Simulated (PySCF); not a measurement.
**How methods differ on the ionisation energy of Se⁺**

Se⁺ [Ar] 3d10 4s2 4p3 (4S) → Se²⁺ [Ar] 3d10 4s2 4p2 (3P), as a difference of total energies. All numbers are calculated (PySCF 2.14, no relativity, point nucleus, in dyall-av2z (16s12p8d, 92 functions)). Correlated levels: valence: [Ar] 3d10 frozen; virtual orbitals above 40 to 60 times the deepest correlated orbital energy dropped. The calculations carry no spin-orbit coupling.

```tsv
method	ionisation energy (eV)	plus first-order spin-orbit estimate	difference from reference of that sum (eV)
UHF	20.820	20.556	-0.640
LDA	21.457	21.193	-0.003
PBE	21.284	21.020	-0.176
PBE0	21.374	21.109	-0.087
r2SCAN	21.554	21.290	+0.094
r2SCAN0	21.562	21.298	+0.102
PW91	21.343	21.078	-0.118
TPSS	21.335	21.071	-0.125
HSE06	21.346	21.082	-0.114
MP2 (valence)	21.211	20.946	-0.250
SCS-MP2 (valence)	21.073	20.808	-0.388
```

Reference: 21.196 ± 0.01 eV (measured; NIST Atomic Spectra Database, ionization energies).

A first-order spin-orbit estimate (lowest level to lowest level, LS coupling) adds -0.264 eV.

These non-relativistic numbers lack the scalar-relativistic shift.

Errors of the correlated levels include the incompleteness of this basis and the frozen core.
